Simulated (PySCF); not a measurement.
## Bond length, frequency and bond energy of TbSi by level of theory

State: decet, about 8.0 electrons in the 4f shell (Mulliken), real f orbitals that mix terms. Set-up: Tb x2c-SVPall, Si x2c-SVPall; spin-free X2C with a Gaussian nucleus (PySCF 2.14). De refers to Tb (4f9 6s2) + Si in their high-spin ground configurations, without counterpoise correction. The functionals are run spin-unrestricted. A positive dipole means Tb(−)Si(+). Levels whose curve was spin-contaminated or gave no clean fit are not listed.

| Level | Re (Å) | ωe (cm⁻¹) | De (eV) | μ (D) | CPU s a point (SCF and correlation, without the integrals) |
| --- | --- | --- | --- | --- | --- |
| ROHF | 2.829 | 257 | n/a | -2.67 | 16 |
| ROHF-MP2 | 2.668 | 298 | n/a | n/a | 21 |
| ROHF-SCS-MP2 | 2.698 | 291 | n/a | n/a | n/a |
| PBE | 2.699 | 293 | 1.40 | -3.42 | 5.3 |
| PBE0 | 2.679 | 297 | 2.18 | -3.92 | 17 |
| B97-3 | 2.699 | 292 | 1.96 | -4.09 | 6.6 |
| ωB97X | 2.721 | 269 | 1.48 | -3.70 | 15 |
| B2PLYP | 2.687 | 296 | 2.25 | -2.99 | 7.8 |

Q: What does a quarter of exact exchange do here, going from PBE to PBE0?

A: PBE0 less PBE: -2.0 pm in Re, +1.4 % in ωe, +0.78 eV in De. Exact exchange removes part of the self-interaction that spreads semilocal densities, and in most molecules shortens and stiffens the bond and lowers De; here De goes the other way.

Q: What does second-order correlation do here, going from ROHF to ROHF-MP2?

A: ROHF-MP2 less ROHF: -16.1 pm in Re, +16.0 % in ωe. Correlation nearly always deepens the well. The bond shortens, as in weak, metallic or heavy-atom bonds, where dispersion and the correlation of outer-core electrons pull the atoms together.

Correlated steps freeze 23 core orbitals. Spin–orbit coupling is left out, which matters for elements this heavy, above all for dissociation energies. Counting both spins, an empty level lies below a filled one in some of these solutions, because spin and occupation are held. B2PLYP dipoles, levels and charges come from its SCF part alone. UHF is strongly spin-contaminated for TbSi, so the ROHF reference used there is far from stable. With d or f electrons several states lie close, and the lowest PBE0 determinant need not be the measured ground state.

The whole job (state search and all levels along the bond) took about 21 min on 2 threads of Arm Neoverse V1 (shared host), peak memory 3.1 GiB.
